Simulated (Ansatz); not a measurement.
Relaxation of C$_{2}$H$_{8}$BFOSi (14 atoms, charge 0, multiplicity 1), to a largest force component of 0.02 eV/Å in at most 50 steps.

Level of theory: RKS B3LYP-D4/cc-pVDZ in Ansatz.

```xyz
14
Properties=species:S:1:pos:R:3
C -0.546 -1.824 -0.959
B -0.496 -1.466 0.581
Si 0.065 0.284 1.185
F -1.046 0.995 2.127
C 0.483 1.381 -0.275
O 0.909 2.650 0.210
H -1.286 -1.077 -1.442
H -0.909 -2.803 -1.122
H 0.407 -1.644 -1.399
H -0.774 -2.292 1.396
H 1.298 0.122 2.039
H 1.299 0.922 -0.850
H -0.488 1.532 -0.886
H 1.072 3.191 -0.578
```

Q: Where does it end, and by what steps?

A: The forces met the threshold. After 18 steps the energy has fallen by 0.417 eV; H10 moved furthest, 1.20 Å.

| step | energy less start (eV) | largest force component (eV/Å) | accepted |
| --- | --- | --- | --- |
| 0 | 0.0000 | 1.906 | yes |
| 1 | -0.3079 | 0.921 | yes |
| 2 | -0.3578 | 0.286 | yes |
| 3 | -0.3659 | 0.172 | yes |
| 4 | -0.3745 | 0.137 | yes |
| 5 | -0.3829 | 0.213 | yes |
| 6 | -0.3893 | 0.245 | yes |
| 7 | -0.3964 | 0.177 | yes |
| 8 | -0.3739 | 0.710 | no |
| 9 | -0.4031 | 0.090 | yes |
| 10 | -0.4070 | 0.052 | yes |
| 11 | -0.4074 | 0.219 | yes |
| 12 | -0.4107 | 0.151 | yes |
| 13 | -0.4127 | 0.083 | yes |
| 14 | -0.4145 | 0.034 | yes |
| 15 | -0.4155 | 0.071 | yes |
| 16 | -0.4160 | 0.053 | yes |
| 17 | -0.4167 | 0.023 | yes |
| 18 | -0.4168 | 0.017 | yes |

```xyz
14
Properties=species:S:1:pos:R:3
C -0.324 -2.084 -0.858
B -0.796 -1.359 0.441
Si 0.158 0.286 1.124
F -0.625 0.954 2.430
C 0.291 1.622 -0.226
O 1.224 2.603 0.221
H -1.026 -1.702 -1.637
H -0.480 -3.175 -0.846
H 0.693 -1.854 -1.213
H -1.781 -1.773 1.008
H 1.543 -0.064 1.584
H 0.610 1.136 -1.175
H -0.717 2.048 -0.410
H 1.219 3.334 -0.414
```

Whether the end is a true minimum wasn't checked by a vibrational analysis.

Time of the run: 94 s on 2 threads of Arm Neoverse V1, on a shared host, peak memory 0.32 GiB.
